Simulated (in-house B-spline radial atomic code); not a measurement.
Results of a calculation; reference values are marked as such.
# Sn V (Sn4+) at several levels of theory

Ground configuration [Kr] 4d10. All numbers come from a B-spline radial code for spherical atoms, all electrons, at the radial basis limit. Mean-field, RPA, GW and linear-response runs are scalar-relativistic (one-electron X2C), no spin-orbit coupling, without Breit or QED terms, open shells spin-polarised at highest spin; the many-body runs on Dirac-Hartree-Fock orbitals are four-component, and their energies hold both.

**Ionisation energy.** The reference is 77.03 ± 0.04 eV (NIST, measured). It runs between the lowest fine-structure levels, while the runs without spin-orbit coupling give shell averages, so part of their difference is this splitting, and a close match can be a cancellation.

```tsv
method	value (eV)	minus reference (eV)
minus the highest LDA VWN5 level	67.89	-9.14
minus the highest PBE level	67.66	-9.37
G0W0 on PBE	77.18	+0.15
minus the highest r2SCAN level	68.23	-8.80
minus the highest PBE0 level	70.41	-6.62
G0W0 on PBE0	77.26	+0.23
minus the highest B3LYP (VWN-RPA) level	69.89	-7.14
minus the highest CAM-B3LYP level	71.85	-5.18
minus the highest LC-wPBE level	72.98	-4.05
minus the highest Hartree-Fock level	77.32	+0.29
G0W0 on Hartree-Fock	77.53	+0.50
Dirac-Fock + self-energy with TDHF screening (4d5/2)	76.62	-0.41
```

Q: Which methods come closest, and which lies farthest off?

A: Closest: G0W0 on PBE (+0.15 eV) and G0W0 on PBE0 (+0.23 eV). Farthest: minus the highest PBE level (-9.37 eV).

**Static dipole polarisability and C6** of two like species, by linear response (no reference value is at hand):

| method | α (bohr³) | C6 (hartree·bohr⁶) |
| --- | --- | --- |
| LDA VWN5 | 2.432 | 9.467 |
| PBE | 2.421 | 9.416 |
| PBE0 | 2.366 | 9.172 |
| B3LYP (VWN-RPA) | 2.395 | 9.298 |
| CAM-B3LYP | 2.396 | 9.299 |
| LC-wPBE | 2.392 | 9.292 |
| TDHF | 2.262 | 8.704 |
| relativistic RPA (four-component TDHF) | 2.264 | 8.714 |

Q: What mean excitation energy do α and C6 imply in London's formula C6 = (3/4) α² ω?

A: LDA VWN5: ω = 2.134 hartree; relativistic RPA (four-component TDHF): ω = 2.267 hartree. A method that puts the excitations lower gives a larger α and a smaller ω.

Run times on one thread of shared hosts: mean field, RPA, SOSEX and G0W0 on PBE, 4.3 s (Arm Neoverse N1); TDDFT with PBE, 3.8 s (Arm Neoverse N1); removal energies by the self-energy, 80 s (Arm Neoverse V1).
